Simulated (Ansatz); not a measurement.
`B[TeH]` + `[AlH2][CH2][SiH3]` → `[SiH3][CH2][AlH][TeH]` + BH₃  (formal exchange of groups at a Te–B bond)

Gas-phase electronic energies from Ansatz, PBE0-D4/def2-TZVP geometries. CBS: MP2 limit from def2 TZ/QZ plus the TZ coupled-cluster correction, frozen cores. This one scheme is used for every species. Functionals use def2-TZVPP. B3LYP here is the variant with VWN-RPA as its local correlation; programs differ in this. Elements past krypton have def2 core potentials. For Te outer-core shells are correlated without core-valence functions, which leaves a few kJ/mol of doubt a bond. One conformer a species, not always the lowest.

```csv
level,ΔE (kJ/mol),difference from CCSD(T)/CBS
PBE-D4,-35.0,12.6
r2SCAN-D4,-41.2,6.4
PBE0-D4,-43.8,3.8
B3LYP-D4,-44.6,3.0
ωB97X-V,-46.2,1.4
ωB97M-V,-46.4,1.2
B2PLYP,-42.7,4.9
PBE,-31.1,16.5
r2SCAN,-39.9,7.7
PBE0,-39.9,7.7
B3LYP,-38.5,9.1
HF/def2-TZVPP,-59.3,-11.7
MP2/def2-TZVPP,-49.2,-1.6
SCS-MP2/def2-TZVPP,-48.9,-1.3
CCSD/def2-TZVPP,-45.9,1.7
CCSD(T)/def2-TZVPP,-43.3,4.3
HF/def2-QZVPP,-58.6,-11.0
MP2/def2-QZVPP,-51.4,-3.8
SCS-MP2/def2-QZVPP,-51.1,-3.5
HF/CBS(def2),-58.5,-10.9
MP2/CBS(def2),-53.5,-5.9
CCSD/CBS(def2),-50.2,-2.6
CCSD(T)/CBS,-47.6,0
```

Largest T1 diagnostic among the species: 0.015.

In def2-TZVPP, CCSD(T) changes the Hartree–Fock value by +16.0 kJ/mol (the triples alone add +2.6 kJ/mol) and MP2 by +10.1 kJ/mol. The D4 term adds −6.1 kJ/mol with B3LYP and −3.9 kJ/mol with PBE0; it sums over pairs of atoms, weighted by their polarisabilities, and B3LYP, whose exchange is more repulsive, gets the larger term.
